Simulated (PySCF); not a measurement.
C₄H₁₂Mo, neutral, multiplicity 3. Atoms are numbered in the order given.

```xyz
17

Mo     0.0000     0.0000     0.0000
C      1.2079     1.2079    -1.2079
H      1.8607     1.8607    -0.5838
H      0.5838     1.8607    -1.8607
H      1.8607     0.5838    -1.8607
C     -1.2079     1.2079     1.2079
H     -1.8607     0.5838     1.8607
H     -1.8607     1.8607     0.5838
H     -0.5838     1.8607     1.8607
C     -1.2079    -1.2079    -1.2079
H     -1.8607    -1.8607    -0.5838
H     -0.5838    -1.8607    -1.8607
H     -1.8607    -0.5838    -1.8607
C      1.2079    -1.2079     1.2079
H      1.8607    -1.8607     0.5838
H      0.5838    -1.8607     1.8607
H      1.8607    -0.5838     1.8607
```
Charge 0, spin multiplicity 3.

The structure is a stationary point at PBE-D3(BJ)/def2-SVP. The spin state was assumed, not searched. The def2 effective core potentials stand for the cores of Mo; spin–orbit coupling is left out.

Method: M06-2X/def2-TZVP (PySCF).

Isolated molecule, no solvent.

Question: Estimate the frontier levels, dipole moment and polarisability. (The exact figures need the calculation; the answer reports its results.)

Answer: 
| Item | Result |
|---|---|
| α spin, highest occupied and lowest empty level | -7.10 and 0.17 eV |
| β spin, highest occupied and lowest empty level | -9.11 and 0.10 eV |
| dipole moment | 0.00 D |
| quadrupole, principal values (traceless, Buckingham form, about the centre of nuclear charge) | 0.00, 0.00, 0.00 D·Å |
| mean static polarisability | 99.7 bohr³ (14.78 Å³) |
| polarisability, principal values | 99.7, 99.7, 99.7 bohr³ |
| ⟨S²⟩ | 2.039 (pure state 2.00) |
